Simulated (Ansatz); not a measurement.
Geometry optimisation, RKS PBE0/def2-SVP (Ansatz).

Input:

```yaml
crystal:
  periodic: [false, false, false]
  atoms:
    - { symbol: Ge, position_ang: [-0.121312, 0.197614, -0.172921] }
    - { symbol: F, position_ang: [-0.19426, 0.182648, 1.547999] }
    - { symbol: H, position_ang: [1.360481, 0.287682, -0.567732] }
    - { symbol: H, position_ang: [-0.845827, 1.511617, -0.543404] }
    - { symbol: Ge, position_ang: [-1.282449, -1.777618, -0.962492] }
    - { symbol: H, position_ang: [-1.962354, -2.459938, 0.240102] }
    - { symbol: H, position_ang: [-2.379192, -1.415382, -1.986842] }
    - { symbol: H, position_ang: [-0.300903, -2.7602, -1.622388] }
    - { symbol: O, position_ang: [1.091377, -2.197676, 1.102691] }
    - { symbol: H, position_ang: [0.836998, -3.122325, 1.203155] }
    - { symbol: H, position_ang: [0.648041, -1.737323, 1.849532] }
basis:
  gaussian: { orbitals: def2-SVP }
hamiltonian:
  xc: pbe0
relax:
  f_tol: 0.03
  max_steps: 50
```

Command:

```bash
$ ansatz run input.yaml --threads 4 --pin off --max-ram 5120MiB --backend cpu --events-out ev --progress --plain --runs-dir out
```

Question: Where does it end, and by what steps?

Answer: It converged. The force dipped under the threshold on the way, but the program's further checks kept it going. After 11 steps the energy has fallen by 0.060 eV; H10 moved furthest, 0.34 Å.

```
step  energy less start (eV)  largest force component (eV/Å)  accepted
   0                  0.0000                           1.310       yes
   1                 -0.0336                           0.708       yes
   2                 -0.0470                           0.572       yes
   3                 -0.0538                           0.335       yes
   4                 -0.0570                           0.092       yes
   5                 -0.0578                           0.045       yes
   6                 -0.0586                           0.038       yes
   7                 -0.0588                           0.026       yes
   8                 -0.0595                           0.055       yes
   9                 -0.0596                           0.058       yes
  10                 -0.0598                           0.047       yes
  11                 -0.0599                           0.027       yes
```

```xyz
11
Properties=species:S:1:pos:R:3
Ge -0.138 0.226 -0.210
F 0.016 0.084 1.556
H 1.295 0.445 -0.723
H -0.977 1.508 -0.383
Ge -1.237 -1.791 -0.978
H -1.963 -2.436 0.214
H -2.299 -1.411 -2.034
H -0.240 -2.772 -1.605
O 1.040 -2.359 1.107
H 0.630 -3.149 1.473
H 0.725 -1.635 1.672
```

Whether the end is a true minimum wasn't checked by a vibrational analysis.

Run time: 33 s on 4 threads of Arm Neoverse V1 (shared host), peak memory 0.36 GiB.
